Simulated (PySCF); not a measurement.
**Gd(OH)3 relaxed at several levels**

Computed with PySCF 2.14.0, def2-SVP on the ligands, density fitting, scalar-relativistic core potentials, no spin-orbit coupling, vacuum. Each row is relaxed at its own level from the same template. Distances are means of the shortest metal–ligand contacts, charges and spins Mulliken's; removal energies are rigid, with the ligand's formal charge and no counterpoise, so too large; for an anion taken off a cation in vacuum most of it is the attraction of opposite charges, and multiply charged cations can part far more cheaply with an electron moved from ligand to metal. lcecp potentials hold a fixed number of 4f electrons in the core, out of states, spins and gaps.

| level | basis on the metal | point group | M–OH (Å) | charge on M (e) | dipole (D) | removal of one OH (eV) | strongest infrared band, degenerate modes summed (cm⁻¹) | unstable modes (below −25 cm⁻¹) |
| --- | --- | --- | --- | --- | --- | --- | --- | --- |
| PBE0 | lcecp-1-SVP with ECP53 | C3v | 2.071 | 1.10 | 0.27 | 11.11 | 371 | 0 |

Task: What does the calculation give for PBE, lcecp-1-SVP with ECP53?

Result: point group: C3v, M–OH (Å): 2.079, charge on M (e): 0.88, dipole (D): 0.56, removal of one OH (eV): 11.22, strongest infrared band, degenerate modes summed (cm⁻¹): 343, unstable modes (below −25 cm⁻¹): 0.
```xyz
7

Gd    0.0000    0.0000   -0.0826
O     2.0708    0.0000    0.1036
H     3.0244    0.0000    0.2621
O    -1.0354    1.7933    0.1036
H    -1.5122    2.6192    0.2621
O    -1.0354   -1.7933    0.1036
H    -1.5122   -2.6192    0.2621
```

One start shape was tried for each, so a minimum needn't be the lowest isomer.
